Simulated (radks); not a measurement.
The numbers below are computed, except where a source is named.
All-electron atom: Ge4+ in [Ar] 3d10.

Level of theory: Dirac Kohn-Sham, PBE, spin-unpolarised, spherical densities, finite nucleus; Fermi nuclear charge, rms radius 4.0742 fm (a radial shooting solver on a logarithmic mesh with Libxc functionals).

Energy parts (eV):
part                       energy
total                  -57010.495
kinetic                 58219.626
electron-nucleus      -136200.932
Hartree                 23104.482
exchange-correlation    -2133.671

Orbitals (lengths in bohr, moments of r in powers of bohr; <r^-3> diverges for s and p1/2):
| orbital | occ. | eigenvalue (eV) | <r^-3> |
|---|---|---|---|
| 1s1/2 | 2 | -11008.03 | - |
| 2s1/2 | 2 | -1420.454 | - |
| 2p1/2 | 2 | -1268.997 | - |
| 2p3/2 | 4 | -1237.110 | 959.1 |
| 3s1/2 | 2 | -217.5879 | - |
| 3p1/2 | 2 | -167.5902 | - |
| 3p3/2 | 4 | -163.3064 | 129.9 |
| 3d3/2 | 4 | -78.3838 | 14.77 |
| 3d5/2 | 6 | -77.7854 | 14.36 |

The highest occupied level is 3d5/2 at -77.785 eV. For comparison, the ionisation energy in NIST's Atomic Spectra Database is 90.50 eV (measured). In exact Kohn-Sham theory the highest level is minus the ionisation energy, but local and semilocal functionals leave it too shallow, through self-interaction and a potential that decays too fast; potentials with the right tail come closer. The density falls to 0.001 e/bohr^3 at r = 2.36 bohr. Summed over all electrons, <r^2> = 10.67 bohr^2, which gives a Langevin (diamagnetic) susceptibility term of -8.45 x 10^-6 cm^3/mol. The electron density at the nucleus is 3.169e+04 e/bohr^3.
